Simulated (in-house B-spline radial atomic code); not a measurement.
**Al⁺: [Ne] 3s1 5f1 (an excited or competing configuration)**

Method: Dirac-Hartree-Fock, average of configuration, Fermi nucleus of rms radius 3.061 fm. Calculated with a radial B-spline atomic code at the basis-set limit.

Effective charges: Z_r = [3n² - l(l+1)]/(2<r>) from the radius, Z_e = n√(-2ε) from the energy, and Slater's rules. Values are occupation-weighted means over j.

```tsv
shell	electrons	ε (eV)	<r> (bohr)	Z_r	Z_e	Slater
1s	2	-1614.1	0.1199	12.51	10.89	12.70
2s	2	-152.15	0.618	9.71	6.69	8.85
2p	6	-105.65	0.5982	8.36	5.57	8.85
3s	1	-25.917	2.233	6.04	4.14	4.20
5f	1	-2.184	15.67	2.01	2.00	2.00
```

The least bound orbital is 5f7/2 at -2.184 eV, and it is also the most diffuse (<r> = 15.67 bohr).

Spin-orbit splittings of the orbital energies (j = l + 1/2 above j = l - 1/2 when positive): 2p 0.474 eV, 5f 7.872e-06 eV.

For the 1s electron the small component carries 0.212 % of the norm, the zero-frequency Breit interaction raises the level by 0.8821 eV, self-energy by 0.3685 eV, and vacuum polarisation lowers it by 0.02211 eV.
